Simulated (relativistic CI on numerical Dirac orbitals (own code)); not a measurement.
# Radial parameters of La XXII

Computed by Dirac-Coulomb-Breit CI, KLI orbitals optimised for each configuration, a model potential for QED, unscaled Slater integrals (own radial code, finite nucleus).

Slater integrals F^k, G^k are unscaled and averaged over j, outside the closed core [Ar] 3d10; ζ comes from projecting the Hamiltonian with its Breit term on Σ l·s of the shell.

- 4s2.4p5.4d: ζ(4p) = 113990, F^2(4p,4d) = 159970, G^1(4p,4d) = 201150, G^3(4p,4d) = 128110, ζ(4d) = 13381 cm⁻¹; <r>(4p) = 0.6265, <r^2>(4p) = 0.4431, <r>(4d) = 0.6458, <r^2>(4d) = 0.4759 (bohr units).
- 4s.4p6.4d: G^2(4s,4d) = 158090, ζ(4d) = 13482 cm⁻¹; <r>(4s) = 0.6067, <r^2>(4s) = 0.4132, <r>(4d) = 0.646, <r^2>(4d) = 0.4763 (bohr units).
- 4s2.4p5.4f: ζ(4p) = 113750, F^2(4p,4f) = 160350, G^2(4p,4f) = 136990, G^4(4p,4f) = 98339, ζ(4f) = 1380.6 cm⁻¹; <r>(4p) = 0.6268, <r^2>(4p) = 0.4435, <r>(4f) = 0.6419, <r^2>(4f) = 0.4691 (bohr units).

Averages of the first 10 configurations, taken without configuration mixing, which lowers the lowest level and can move excited configurations by several eV; other configurations of the list can lie among them:

```json
{"Configuration": "4s2.4p6", "Parity": "even", "States": "1", "Average energy above the lowest level (eV)": "0.3"}
{"Configuration": "4s2.4p5.4d", "Parity": "odd", "States": "60", "Average energy above the lowest level (eV)": "105.7"}
{"Configuration": "4s.4p6.4d", "Parity": "even", "States": "20", "Average energy above the lowest level (eV)": "187.2"}
{"Configuration": "4s2.4p5.4f", "Parity": "even", "States": "84", "Average energy above the lowest level (eV)": "222.4"}
{"Configuration": "4s.4p6.4f", "Parity": "odd", "States": "28", "Average energy above the lowest level (eV)": "304.1"}
{"Configuration": "4s2.4p5.5s", "Parity": "odd", "States": "12", "Average energy above the lowest level (eV)": "284.9"}
{"Configuration": "4s2.4p5.5p", "Parity": "even", "States": "36", "Average energy above the lowest level (eV)": "316.4"}
{"Configuration": "4p6.4d2", "Parity": "even", "States": "45", "Average energy above the lowest level (eV)": "377.2"}
{"Configuration": "4p5.4d3", "Parity": "odd", "States": "720", "Average energy above the lowest level (eV)": "480.5"}
{"Configuration": "4p5.4d2.4f", "Parity": "even", "States": "3780", "Average energy above the lowest level (eV)": "594.4"}
```
